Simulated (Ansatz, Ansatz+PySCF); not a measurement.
```xyz
2

O     0.0000    0.0000   -0.5466
O     0.0000    0.0000    0.5466
```

Basis set: def2-SVP (spherical functions). Frozen core: 2 orbitals. Correlation on ROHF uses semicanonical orbitals with singles. Charge 0, multiplicity 3.

Computed with Ansatz (development build ahead of 0.2.0); each method stands on the lowest determinant of its kind that the runs found.

The atomization energy at this shape (free ground-state atoms in the same class of orbitals less the molecule, no zero-point energy) of triplet O2:

```json
{"method": "UHF-CCSD(T)", "atomization energy": "4.02 eV"}
{"method": "UHF-CCSD", "atomization energy": "3.86 eV"}
{"method": "UHF-MP2", "atomization energy": "4.44 eV"}
{"method": "UHF", "atomization energy": "1.27 eV"}
{"method": "ROHF", "atomization energy": "1.06 eV"}
```

(1) What does ROHF-MP2 give?

## Answers

(1) 4.72 eV. Caution: the shape is not the minimum.
